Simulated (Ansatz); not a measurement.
Reaction (cleavage of the P–Si bond): `P[SiH]1CS1` + `CCN[SiH3]` → `CCN([SiH3])P` + `C1[SiH2]S1`

Gas-phase electronic energies from Ansatz, PBE0-D4/def2-TZVP geometries. CBS: MP2 limit from def2 TZ/QZ plus the TZ coupled-cluster correction, frozen cores. DFT in def2-TZVPP. B3LYP here is the variant with VWN-RPA as its local correlation; programs differ in this. Each species was taken in one conformer, which may not be the lowest.

`P[SiH]1CS1`:

Cartesian coordinates in Å:
```
P -0.772 1.826 0.708
Si -0.230 0.108 -0.620
C 0.106 -1.542 0.122
S 1.652 -0.801 -0.611
H -0.060 2.767 -0.083
H 0.326 1.584 1.575
H -0.962 0.156 -1.907
H 0.157 -1.651 1.202
H -0.217 -2.446 -0.386
```

`CCN[SiH3]`:

Cartesian coordinates in Å:
```
C 1.322 -0.355 1.409
C -0.053 -0.133 0.810
N -0.043 -0.266 -0.633
Si -1.119 0.573 -1.671
H 2.040 0.357 0.998
H 1.299 -0.243 2.496
H 1.683 -1.364 1.188
H -0.394 0.880 1.051
H -0.773 -0.817 1.283
H 0.329 -1.149 -0.949
H -0.706 0.283 -3.069
H -1.022 2.029 -1.381
H -2.562 0.205 -1.533
```

`CCN([SiH3])P`:

Z-matrix (Å, degrees):
```
C
C 1 1.517
H 1 1.092 2 111.1
H 1 1.093 2 110.5 3 -119.7
H 1 1.092 2 110.9 3 120.3
N 2 1.462 1 113.7 3 -60.0
H 2 1.097 1 109.5 3 178.5
H 2 1.096 1 110.1 3 62.0
P 6 1.699 2 121.1 1 79.6
Si 6 1.732 2 118.1 1 -96.9
H 9 1.428 6 101.7 2 -48.4
H 9 1.428 6 99.5 2 45.7
H 10 1.491 6 112.0 2 64.4
H 10 1.490 6 109.3 2 -53.8
H 10 1.481 6 108.4 2 -174.7
```

`C1[SiH2]S1`:

Cartesian coordinates in Å:
```
C 0.361 0.157 0.854
Si -0.325 -0.285 -0.795
S -0.174 1.672 -0.088
H 1.432 0.115 1.023
H -0.227 -0.019 1.749
H -1.661 -0.911 -0.878
H 0.594 -0.729 -1.865
```

```tsv
level	ΔE (kJ/mol)	difference from CCSD(T)/CBS
B3LYP-D4	36.5	-0.9
B2PLYP	39.3	1.9
r2SCAN	47.6	10.2
B3LYP	43.9	6.5
HF/def2-TZVPP	33.1	-4.3
MP2/def2-TZVPP	34.8	-2.6
CCSD(T)/def2-TZVPP	36.2	-1.2
HF/def2-QZVPP	31.8	-5.6
MP2/def2-QZVPP	35.0	-2.4
SCS-MP2/def2-QZVPP	31.8	-5.6
CCSD(T)/CBS	37.4	0
```

Largest T1 diagnostic among the species: 0.013.

The D4 term adds −7.4 kJ/mol with B3LYP and −3.9 kJ/mol with PBE0; it sums over pairs of atoms, weighted by their polarisabilities, and B3LYP, whose exchange is more repulsive, gets the larger term.
